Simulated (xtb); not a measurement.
xtb input file for Se(SH)(SMe) (CH4S2Se), SMILES CS[Se]S, GFN2-xTB. 

```
$ xtb mol.xyz --gfn 2 --sp --chrg 0 --uhf 0 --json
$ cat mol.xyz
8

Se     0.00136449     0.13625914     0.83364678
S      0.45313927     1.93844035    -0.33421863
H      1.76910643     1.96778712    -0.11590671
S      0.25380560    -1.49164201    -0.58789300
C     -1.35953345    -1.52176463    -1.43974827
H     -2.14887606    -1.74330398    -0.72855749
H     -1.28962630    -2.30941350    -2.18180874
H     -1.53091399    -0.56606619    -1.92544195
```

Output:

```
[banner left out]
          |                Calculation Setup                |
           -------------------------------------------------



           -------------------------------------------------
          |                 G F N 2 - x T B                 |
           -------------------------------------------------

        Reference                      10.1021/acs.jctc.8b01176
      * Hamiltonian:
        H0-scaling (s, p, d)           1.850000    2.230000    2.230000
        zeta-weighting                 0.500000
      * Dispersion:
        s8                             2.700000
        a1                             0.520000
        a2                             5.000000
        s9                             5.000000
      * Repulsion:
        kExp                           1.500000    1.000000
        rExp                           1.000000
      * Coulomb:
        alpha                          2.000000
        third order                    shell-resolved
        anisotropic                    true
        a3                             3.000000
        a5                             4.000000
        cn-shift                       1.200000
        cn-exp                         4.000000
        max-rad                        5.000000


          ...................................................
          :                      SETUP                      :
          :.................................................:
          :  # basis functions                  38          :
          :  # atomic orbitals                  35          :
          :  # shells                           15          :
          :  # electrons                        26          :
          :  max. iterations                   250          :
          :  Hamiltonian                  GFN2-xTB          :
          :  restarted?                      false          :
          :  GBSA solvation                  false          :
          :  PC potential                    false          :
          :  electronic temp.          300.0000000     K    :
          :  accuracy                    1.0000000          :
          :  -> integral cutoff          0.2500000E+02      :
          :  -> integral neglect         0.1000000E-07      :
          :  -> SCF convergence          0.1000000E-05 Eh   :
          :  -> wf. convergence          0.1000000E-03 e    :
          :  Broyden damping             0.4000000          :
          :  net charge                          0          :
          :  unpaired electrons                  0          :
          ...................................................

 iter      E             dE          RMSdq      gap      omega  full diag
   1    -13.9513882 -0.139514E+02  0.674E+00    3.60       0.0  T
   2    -13.9636175 -0.122293E-01  0.325E+00    3.55       1.0  T
   3    -13.9646139 -0.996433E-03  0.867E-01    3.43       1.0  T
   4    -13.9651431 -0.529133E-03  0.456E-01    3.44       1.0  T
   5    -13.9651576 -0.145619E-04  0.925E-02    3.44       1.0  T
   6    -13.9651592 -0.156981E-05  0.524E-02    3.44       1.0  T
   7    -13.9651603 -0.111996E-05  0.256E-02    3.44       1.4  T
   8    -13.9651607 -0.351414E-06  0.106E-02    3.44       3.3  T
   9    -13.9651608 -0.677475E-07  0.447E-03    3.44       7.9  T
  10    -13.9651608 -0.776209E-08  0.113E-03    3.44      31.2  T
  11    -13.9651608 -0.315008E-09  0.259E-04    3.44     136.7  T
  12    -13.9651608 -0.132179E-10  0.102E-04    3.44     347.2  T

   *** convergence criteria satisfied after 12 iterations ***

         #    Occupation            Energy/Eh            Energy/eV
      -------------------------------------------------------------
         1        2.0000           -0.7671447             -20.8751
       ...           ...                  ...                  ...
         7        2.0000           -0.5125104             -13.9461
         8        2.0000           -0.4946061             -13.4589
         9        2.0000           -0.4767766             -12.9738
        10        2.0000           -0.4598256             -12.5125
        11        2.0000           -0.4045127             -11.0074
        12        2.0000           -0.3954374             -10.7604
        13        2.0000           -0.3907776             -10.6336 (HOMO)
        14                         -0.2642781              -7.1914 (LUMO)
        15                         -0.2550275              -6.9397
        16                         -0.1991691              -5.4197
        17                         -0.1710124              -4.6535
        18                         -0.0395714              -1.0768
       ...                                ...                  ...
        35                          0.8334206              22.6785
      -------------------------------------------------------------
                  HL-Gap            0.1264996 Eh            3.4422 eV
             Fermi-level           -0.3275278 Eh           -8.9125 eV

 SCC (total)                   0 d,  0 h,  0 min,  0.014 sec
 SCC setup                      ...        0 min,  0.000 sec (  1.525%)
 Dispersion                     ...        0 min,  0.000 sec (  0.435%)
 classical contributions        ...        0 min,  0.000 sec (  0.197%)
 integral evaluation            ...        0 min,  0.002 sec ( 17.268%)
 iterations                     ...        0 min,  0.007 sec ( 49.857%)
 molecular gradient             ...        0 min,  0.004 sec ( 28.983%)
 printout                       ...        0 min,  0.000 sec (  1.531%)

         :::::::::::::::::::::::::::::::::::::::::::::::::::::
         ::                     SUMMARY                     ::
         :::::::::::::::::::::::::::::::::::::::::::::::::::::
         :: total energy             -13.889337275897 Eh    ::
         :: gradient norm              0.000166698548 Eh/a0 ::
         :: HOMO-LUMO gap              3.442229130033 eV    ::
         ::.................................................::
         :: SCC energy               -13.965158537948 Eh    ::
         :: -> isotropic ES            0.003774785689 Eh    ::
         :: -> anisotropic ES          0.000214289749 Eh    ::
         :: -> anisotropic XC          0.008676959797 Eh    ::
         :: -> dispersion             -0.006297068297 Eh    ::
         :: repulsion energy           0.075821262051 Eh    ::
         :: add. restraining           0.000000000000 Eh    ::
         :: total charge              -0.000000000000 e     ::
         :::::::::::::::::::::::::::::::::::::::::::::::::::::

           -------------------------------------------------
          |                Property Printout                |
           -------------------------------------------------

    * Orbital Energies and Occupations

         #    Occupation            Energy/Eh            Energy/eV
      -------------------------------------------------------------
         1        2.0000           -0.7671447             -20.8751
         2        2.0000           -0.7323757             -19.9290
         3        2.0000           -0.7226460             -19.6642
         4        2.0000           -0.6179161             -16.8144
         5        2.0000           -0.5194688             -14.1355
         6        2.0000           -0.5158123             -14.0360
         7        2.0000           -0.5125104             -13.9461
         8        2.0000           -0.4946061             -13.4589
         9        2.0000           -0.4767766             -12.9738
        10        2.0000           -0.4598256             -12.5125
        11        2.0000           -0.4045127             -11.0074
        12        2.0000           -0.3954374             -10.7604
Note: The following floating-point exceptions are signalling: IEEE_UNDERFLOW_FLAG IEEE_DENORMAL
normal termination of xtb
        13        2.0000           -0.3907776             -10.6336 (HOMO)
        14                         -0.2642781              -7.1914 (LUMO)
        15                         -0.2550275              -6.9397
        16                         -0.1991691              -5.4197
        17                         -0.1710124              -4.6535
        18                         -0.0395714              -1.0768
        19                         -0.0282971              -0.7700
        20                         -0.0265481              -0.7224
        21                         -0.0231223              -0.6292
        22                         -0.0113193              -0.3080
        23                         -0.0052337              -0.1424
        24                          0.0306136               0.8330
       ...                                ...                  ...
        35                          0.8334206              22.6785
      -------------------------------------------------------------
                  HL-Gap            0.1264996 Eh            3.4422 eV
             Fermi-level           -0.3275278 Eh           -8.9125 eV

     #   Z          covCN         q      C6AA      α(0)
     1  34 Se       1.939    -0.029   236.697    26.808
     2  16 S        1.893    -0.183   148.818    20.532
     3   1 H        0.923     0.177     1.223     1.729
     4  16 S        1.941    -0.101   145.279    20.287
     5   6 C        3.746    -0.057    21.677     6.641
     6   1 H        0.925     0.062     2.181     2.309
     7   1 H        0.925     0.068     2.109     2.271
     8   1 H        0.925     0.065     2.145     2.290

 Mol. C6AA /au·bohr⁶  :       2472.059426
 Mol. C8AA /au·bohr⁸  :     117837.013206
 Mol. α(0) /au        :         82.868060


Wiberg/Mayer (AO) data.
largest (>0.10) Wiberg bond orders for each atom

 ---------------------------------------------------------------------------
     #   Z sym  total        # sym  WBO       # sym  WBO       # sym  WBO
 ---------------------------------------------------------------------------
     1  34 Se   2.567 --     4 S    1.242     2 S    1.230
     2  16 S    2.273 --     1 Se   1.230     3 H    0.933     4 S    0.105
     3   1 H    0.969 --     2 S    0.933
     4  16 S    2.354 --     1 Se   1.242     5 C    0.986     2 S    0.105
     5   6 C    3.975 --     4 S    0.986     6 H    0.984     8 H    0.983
                             7 H    0.978
     6   1 H    0.996 --     5 C    0.984
     7   1 H    0.995 --     5 C    0.978
     8   1 H    0.996 --     5 C    0.983
 ---------------------------------------------------------------------------

Topologies differ in total number of bonds
Writing topology from bond orders to xtbtopo.mol

molecular dipole:
                 x           y           z       tot (Debye)
 q only:       -0.068      -0.138      -0.300
   full:       -0.240      -0.239      -0.206       1.007
molecular quadrupole (traceless):
                xx          xy          yy          xz          yz          zz
 q only:        2.310       4.626      -1.677       1.993       1.880      -0.633
  q+dip:        4.082       6.000      -3.958       2.411       2.424      -0.125
   full:        3.975       6.271      -3.648       2.792       2.633      -0.327


           -------------------------------------------------
          | TOTAL ENERGY              -13.889337275897 Eh   |
          | GRADIENT NORM               0.000166698548 Eh/α |
          | HOMO-LUMO GAP               3.442229130033 eV   |
           -------------------------------------------------

------------------------------------------------------------------------
------------------------------------------------------------------------
 total:
 SCF:
```

Self-consistency was reached.
